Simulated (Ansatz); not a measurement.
Saddle point of Si2H6ClF, singlet (Si₂H₅Cl ([SiH3][SiH2][Cl]) + HF → Si₂H₅F ([F][SiH2][SiH3]) + HCl; bonds formed: Si1–F7, Cl2–H6; bonds broken: Si1–Cl2, H6–F7), PBE0-D4/def2-TZVP structure:

```
10
angstrom
Si -0.7008 0.0135 -0.4713
Cl 0.6826 2.0062 -0.4231
H -1.1061 -1.2282 -1.1949
H -1.9305 0.7946 -0.2316
Si 0.5278 -0.7292 1.3712
H 0.3189 1.3237 -1.9615
F -0.1842 0.5173 -2.3274
H 0.5918 0.3234 2.4148
H -0.0980 -1.9632 1.9241
H 1.8985 -1.0581 0.8998
```

Energies are electronic, without zero-point energy. Barriers and step energies count from the start structure reached by relaxing down the imaginary mode; all methods use the PBE0-D4 structures, on which another method's saddle can fall below an end. Program: Ansatz 0.2.0. Basis: def2-TZVPP, with def2-QZVPP for the basis limit. Cores are frozen in the correlated methods. B3LYP uses VWN-RPA correlation. Extrapolation: Hartree–Fock as exp(−7.88 √X), correlation as X^−2.97.

```
      method  barrier (eV)  step energy (eV)
       SPW92         0.728            -0.231
      PBE-D4         1.015            -0.208
     BLYP-D4             ?            -0.322
   r2SCAN-D4         1.100            -0.288
      B97M-V         1.216            -0.357
     PBE0-D4         1.176            -0.209
    B3LYP-D4         1.221            -0.324
  r2SCAN0-D4         1.212            -0.269
    BHLYP-D4         1.377            -0.350
CAM-B3LYP-D4         1.226            -0.380
     wB97X-V         1.247            -0.312
     wB97M-V         1.169            -0.295
      B2PLYP         1.282            -0.326
    PBE-QIDH         1.286            -0.231
  RPA on PBE         1.301            -0.354
          HF             ?            -0.412
         MP2             ?            -0.261
        CCSD         1.422            -0.333
     CCSD(T)         1.331            -0.310
```

Q: Fill in the withheld barriers. (To be estimated.)

A: The calculation gives: MP2 1.295; BLYP-D4 1.109; HF 1.799 eV. Each is the energy of the saddle less that of the start structure, by the same method.

For comparison, the barrier by CCSD(T) at an estimated basis limit (MP2 extrapolated from triple and quadruple zeta, plus CCSD(T) − MP2 in triple zeta) is 1.308 eV.

No T1 diagnostic of these runs exceeds 0.013.

Labels in which every atom is bracketed show which atoms are joined, not bond orders.

For scale, one of the runs: CCSD(T)/def2-TZVPP, 241 basis functions (an equivalent command: `ansatz run in.yaml --threads 4`). The run took 110 s on 4 CPU threads (shared host), with 4.3 GiB of host memory at its peak.
